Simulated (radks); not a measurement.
Values are calculated unless marked as measured or tabulated.
Coulomb parameter of the 5d shell of the tungsten ion W+ in the model configuration [Xe] 4f14 5d2 6s1 6p2, as a second difference U = [E(n + 0.5) + E(n - 0.5) - 2 E(n)] / (0.5)^2 with all orbitals relaxed. "Bare": the charge of the atom changes with n. "Screened": the 6p shell takes up the change at fixed total charge, which measures U(5d,5d) + U(6p,6p) - 2 U(5d,6p). Code: a radial shooting solver on a logarithmic mesh with Libxc functionals. Model: scalar-relativistic Kohn-Sham, PBE, spin-unpolarised, spherical densities, finite nucleus; Fermi nuclear charge, rms radius 5.3658 fm.

\begin{tabular}{lrr}
case & configuration & E - E(n) (eV) \\ \hline
start & [Xe] 4f14 5d2 6s1 6p2 & 0.000 \\
bare +0.5 & [Xe] 4f14 5d2.5 6s1 6p2 & -7.703 \\
bare -0.5 & [Xe] 4f14 5d1.5 6s1 6p2 & 10.233 \\
screened +0.5 & [Xe] 4f14 5d2.5 6s1 6p1.5 & -4.034 \\
screened -0.5 & [Xe] 4f14 5d1.5 6s1 6p2.5 & 4.520 \\
\end{tabular}

U(bare) = 10.121 eV, U(screened by 6p) = 1.943 eV, against the Slater integral F0(5d,5d) = 13.833 eV with frozen orbitals.
